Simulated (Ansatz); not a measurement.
Isomers of Mg7S6Cl2 (singlet), relaxed with PBE-D4/def2-SVP; total energies from Ansatz at PBE0-D4/def2-SVP.

```json
{"isomer": "A", "description": "point group Cs; 17 × Mg–S 2.30 to 2.73 Å; 4 × Cl–Mg 2.37 to 2.44 Å", "energy (Eh)": "-4707.68266"}
{"isomer": "B", "description": "point group not assigned; 15 × Mg–S 2.29 to 2.63 Å; 4 × Cl–Mg 2.35 to 2.66 Å", "energy (Eh)": "-4707.63988"}
```

Work out the relative energies (1 Eh = 2625.5 kJ/mol) and the Boltzmann populations at 1200 K from electronic energies alone (R = 8.314 J/mol/K).

ΔE: A 0.0, B 112.3 kJ/mol. RT = 9.98 kJ/mol. Factors exp(−ΔE/RT): A 1, B 1.3e-05; sum 1.000. Populations: A 100.0 %, B 0.0 %. Zero-point energy, vibrational entropy and symmetry numbers are left out and can shift these; an error of 4 kJ/mol changes a ratio by a factor of 1.5. Over the other density-functional and correlated levels in def2 sets, the gap between A and B ranges from 105 to 114 kJ/mol.
